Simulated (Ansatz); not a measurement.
A structure relaxed at PBE/def2-SVP in Ansatz, charge 1, singlet:

```xyz
11

Na    2.537   -1.569   -2.900
Na    0.860    1.335   -3.968
Na    1.717   -1.892    0.747
Na   -2.324    1.640   -1.455
Na    1.250    0.933    3.014
Na    0.380   -4.408   -1.510
Na   -1.683    2.877    2.140
Na   -1.719    1.725    5.223
Na   -1.541   -0.541    1.284
Na    1.314    1.226   -0.529
Na   -0.790   -1.325   -2.045
```

(1) Give its formula.

(2) Summarise the bond lengths by kind (pairs closer than 1.2 times the sum of covalent radii, bridged metal pairs left out).

## Answers

(1) the cluster Na₁₁⁺.

(2) 26 × Na–Na 3.29 to 3.86 Å.

The restricted singlet is unstable towards broken spin symmetry in Hartree–Fock (as tested in another run); at PBE/def2-SVP this wasn't settled. Another isomer (singlet) lies 0.18 eV lower at PBE0/def2-TZVP; other spin states weren't run for this one.
